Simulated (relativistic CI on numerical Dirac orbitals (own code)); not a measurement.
# Ti²⁺ (3d2) in a crystal field

Calculated by Dirac-Coulomb-Breit CI, separate exchange-only KLI orbitals for each configuration, model QED, one configuration in a parametric crystal field, unscaled Slater integrals (own radial code). With so little scaling, terms lie 10 to 35 % too far apart, which can change the order of excited levels.

Field parameters in Wybourne normalisation: D4h B²₀ = −7Ds, B⁴₀ = 21(Dq − Dt), B⁴₄ = 21√(5/14) Dq; Oh B⁴₀ = 21Dq, B⁴₄ = √(5/14) B⁴₀; Td as Oh with Dq negative (B⁴₀ = 21Dq, B⁴₄ = √(5/14) B⁴₀). The field is a parameter set, without covalency.

S is read from ⟨S²⟩ = S(S + 1).

Powder χT (cm³ K mol⁻¹) by Van Vleck's formula, with temperature-independent terms:

```
                                       Field     2 K     5 K   10 K   20 K   50 K  100 K  200 K  300 K
 D4h, 10Dq = 12900, Ds = 1310, Dt = 520 cm⁻¹   0.159   0.389  0.595  0.707  0.789  0.867   1.01   1.14
D4h, 10Dq = 16600, Ds = 1920, Dt = -380 cm⁻¹    0.79   0.938  0.963  0.972  0.978  0.987      1   1.02
                        Oh, 10Dq = 5250 cm⁻¹  0.0304  0.0662  0.106  0.176  0.376  0.674   1.03   1.21
                        Oh, 10Dq = 9450 cm⁻¹  0.0508  0.0868  0.124  0.193  0.394  0.686   1.02   1.19
                        Oh, 10Dq = 9650 cm⁻¹  0.0517  0.0875  0.125  0.193  0.394  0.687   1.02   1.18
                       Oh, 10Dq = 10450 cm⁻¹  0.0552  0.0906  0.128  0.196  0.397  0.689   1.02   1.18
                       Oh, 10Dq = 18300 cm⁻¹  0.0828   0.114   0.15  0.219  0.421  0.705   1.01   1.15
                       Td, 10Dq = -9800 cm⁻¹    0.96   0.961  0.962  0.964   0.97  0.981      1   1.02
```

Question: For Td, 10Dq = -9800 cm⁻¹: what effective moment follows at 300 K?

Answer: μ_eff = √(8χT) = 2.86 μB. The ground level has S = 1.00; the spin-only moment for S = 1 is 2.83 μB. The difference comes from the orbital moment, spin-orbit mixing of terms and temperature-independent paramagnetism, all larger in this ionic model than in covalent complexes.
